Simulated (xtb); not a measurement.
xtb input:

```bash
xtb mol.xyz --gfnff --opt tight --chrg 0 --uhf 0
```
mol.xyz:
```
4

Ga    -0.00000000    -0.00000000     0.00000000
F     -1.47532135    -0.91056668     0.00813003
F      0.01674986     1.61779287    -0.62308629
F      1.45857148    -0.70722619     0.61495626
```

Q: Predict the final energy.

A: -0.31858 Eh (GFN-FF).
